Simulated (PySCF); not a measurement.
Correlation energy of Cl⁺ (chlorine, charge +1)

[Ne] 3s2 3p4, high-spin 3P determinant. All numbers are calculated (PySCF 2.14, no relativity, point nucleus, in dyall-acv3z (19s12p6d4f, 113 functions)). Frozen: [Ne]; 6 electrons correlated; the 31 highest virtual orbitals of each spin left out.

```csv
level,correlation energy (mhartree)
CCSD,-153.83
(T),-4.87
CCSD(T),-158.70
```

Diagnostics: T1 = 0.0092, D1 = 0.0291, largest double amplitude 0.040.

Is a single reference adequate?

Yes: T1 lies below 0.03 and no double amplitude reaches 0.07.
